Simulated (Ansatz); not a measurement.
The cluster Be₃Te₂⁺. Charge 1, multiplicity 2. Geometry PBE-D4/def2-SVP, basis def2-TZVP, Ansatz.

Cartesian coordinates in Å:
```
Be 0.9677 0.8728 0.3036
Be 0.2813 -1.0814 -0.7361
Be -1.2489 0.2086 0.4325
Te -0.3944 1.0015 -1.6220
Te 0.3943 -1.0015 1.6220
```

```
run  HOMO (eV)  LUMO (eV)
  A      -9.24      -8.06
  B      -8.83      -7.89
  C      -9.61      -7.41
  D     -10.94      -5.71
  E      -9.41      -7.50
```

In the def2 sets Te takes a core potential; there is no spin–orbit coupling. B3LYP takes the VWN-RPA correlation. The structure comes from a short search, and lower isomers may exist.

HOMO and LUMO are taken over both spins.

The runs used B3LYP, BLYP, PBE0, r2SCAN, ωB97X-V. Estimate which is which.

A r2SCAN (0 % exact exchange); B BLYP (0 % exact exchange); C PBE0 (25 % exact exchange); D ωB97X-V (range-separated); E B3LYP (20 % exact exchange). Exact exchange lowers occupied and raises empty levels; among semilocal functionals meta-GGAs tend to open the gap a little, and such runs are hard to tell apart. The gap grows from 0.94 eV (BLYP) to 5.23 eV (ωB97X-V).
